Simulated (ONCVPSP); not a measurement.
# PBEsol ONCV dataset for lanthanum (La), scalar-relativistic all-electron reference.

ONCVPSP 4.0.1 input, shortened (lines: element, Z, core and valence counts, functional; n l f; lmax; l rc ep ncon nbas qcut; lloc lpopt rc5 dvloc0; l nproj debl; icmod fcfact rcfact), PBEsol, scalar-relativistic:

```
  La 57.00    9    5  -116133      upf
    1    0    2.00
    2    0    2.00
    2    1    6.00
    3    0    2.00
    3    1    6.00
    3    2   10.00
    4    0    2.00
    4    1    6.00
    4    2   10.00
    5    0    2.00
    5    1    6.00
    5    2    1.00
    6    0    1.50
    6    1    0.50
    3
    0    2.65    0.00    3    6    4.50
    1    2.90    0.00    3    6    3.80
    2    3.80    0.00    3    7    4.90
    3    4.00    0.07    4    9    3.00
    4    5    1.85    3.00
    0    2    3.30
    1    2    3.70
    2    2    2.90
    3    2    2.30
    1    0.65    0.00
```

In the f channel the program set the typed energies aside and used -0.182, 2.118 Ha.

All-electron outer shells of the reference configuration (PBEsol, scalar-relativistic, ld1.x):

```tsv
shell	level (eV)	outermost node (bohr)	outermost maximum (bohr)
4d	-104.34	0.32	0.68
5s	-39.52	0.77	1.41
5p	-22.96	0.83	1.58
6s	-4.02	1.86	3.79
5d	-3.55	0.95	2.21
6p	-1.61	2.20	4.93
```

(1) Estimate the cutoffs (Ha) at which the residual kinetic energy of the hardest occupied pseudo-wave falls to 1 and 0.1 mHa per electron.

(2) Does the potential have ghost states?

(3) Tests: 5s2 5p6 5d1 6s2 6p0; 5s2 5p6 5d1 6s1 6p0; 5s2 5p6 5d1 6s0 6p0; 5s2 5p6 5d1 6s1 6p1. Which has the largest error in its energy relative to the reference configuration, and how large is it?

## Answers

(1) 6.4 Ha and 8.1 Ha. The cutoffs count occupied waves only; projector 2 of the f channel, the hardest unoccupied one, needs 26 Ha at the loose tolerance.

(2) No bound ghost flagged but for a GHOST(-) flag that falls on a real empty level of the atom; no localised positive-energy state flagged.

(3) 5s2 5p6 5d1 6s0 6p0, with -7.1 meV (all-electron minus pseudo) on +15.65 eV.
